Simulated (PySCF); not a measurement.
C6H14Se.

```xyz
21

C      1.7959     1.3333     0.8232
C      1.5081    -0.1513     0.6343
C      2.7160    -0.9120     0.0938
Se    -0.0112    -0.4872    -0.6092
C     -1.4761     0.3552     0.4535
C     -1.8037     1.7577    -0.0519
C     -2.6971    -0.5619     0.4438
H      2.0534     1.8080    -0.1368
H      2.6459     1.4705     1.5150
H      0.9354     1.8705     1.2479
H      1.1986    -0.5959     1.5938
H      2.5072    -1.9877    -0.0075
H      3.5755    -0.7915     0.7744
H      3.0167    -0.5264    -0.8942
H     -1.0720     0.4104     1.4769
H     -0.9239     2.4162    -0.0328
H     -2.1705     1.7229    -1.0902
H     -2.5926     2.2168     0.5701
H     -2.4637    -1.5508     0.8640
H     -3.0733    -0.7108    -0.5820
H     -3.5161    -0.1150     1.0335
```

Geometry optimised at B3LYP-D3(BJ)/def2-SVP. The values are those of a single conformer.

Level of theory: PBE0/pcSseg-1 (PySCF). Non-relativistic, no solvent.

Computed absolute GIAO shielding of each atom: isotropic value and principal components (ppm):
```json
[
 {"atom": "C1", "σ(iso)": "156.9", "σ11": "137.0", "σ22": "152.5", "σ33": "181.2", "span": "44.1"},
 {"atom": "C2", "σ(iso)": "139.7", "σ11": "116.4", "σ22": "140.2", "σ33": "162.5", "span": "46.1"},
 {"atom": "C3", "σ(iso)": "160.2", "σ11": "140.8", "σ22": "152.6", "σ33": "187.2", "span": "46.4"},
 {"atom": "Se4", "σ(iso)": "1328.2", "σ11": "910.3", "σ22": "1269.8", "σ33": "1804.4", "span": "894.2"},
 {"atom": "C5", "σ(iso)": "139.9", "σ11": "124.6", "σ22": "130.3", "σ33": "165.0", "span": "40.4"},
 {"atom": "C6", "σ(iso)": "154.2", "σ11": "130.9", "σ22": "150.1", "σ33": "181.5", "span": "50.6"},
 {"atom": "C7", "σ(iso)": "156.9", "σ11": "132.4", "σ22": "155.1", "σ33": "183.2", "span": "50.8"},
 {"atom": "H8", "σ(iso)": "30.1", "σ11": "26.9", "σ22": "28.4", "σ33": "35.1", "span": "8.2"},
 {"atom": "H9", "σ(iso)": "29.9", "σ11": "25.2", "σ22": "26.9", "σ33": "37.7", "span": "12.6"},
 {"atom": "H10", "σ(iso)": "29.6", "σ11": "24.0", "σ22": "30.5", "σ33": "34.4", "span": "10.4"},
 {"atom": "H11", "σ(iso)": "28.3", "σ11": "24.0", "σ22": "27.4", "σ33": "33.5", "span": "9.6"},
 {"atom": "H12", "σ(iso)": "29.8", "σ11": "24.4", "σ22": "28.3", "σ33": "36.7", "span": "12.3"},
 {"atom": "H13", "σ(iso)": "30.0", "σ11": "25.4", "σ22": "26.9", "σ33": "37.8", "span": "12.3"},
 {"atom": "H14", "σ(iso)": "30.2", "σ11": "26.2", "σ22": "28.6", "σ33": "35.9", "span": "9.6"},
 {"atom": "H15", "σ(iso)": "28.9", "σ11": "25.0", "σ22": "28.9", "σ33": "32.9", "span": "7.9"},
 {"atom": "H16", "σ(iso)": "29.6", "σ11": "24.3", "σ22": "30.1", "σ33": "34.5", "span": "10.2"},
 {"atom": "H17", "σ(iso)": "29.9", "σ11": "26.7", "σ22": "27.9", "σ33": "35.2", "span": "8.6"},
 {"atom": "H18", "σ(iso)": "29.9", "σ11": "25.2", "σ22": "26.8", "σ33": "37.8", "span": "12.6"},
 {"atom": "H19", "σ(iso)": "29.6", "σ11": "24.4", "σ22": "28.3", "σ33": "35.9", "span": "11.5"},
 {"atom": "H20", "σ(iso)": "30.1", "σ11": "26.3", "σ22": "28.2", "σ33": "35.7", "span": "9.4"},
 {"atom": "H21", "σ(iso)": "30.0", "σ11": "25.1", "σ22": "27.1", "σ33": "37.7", "span": "12.6"}
]
```
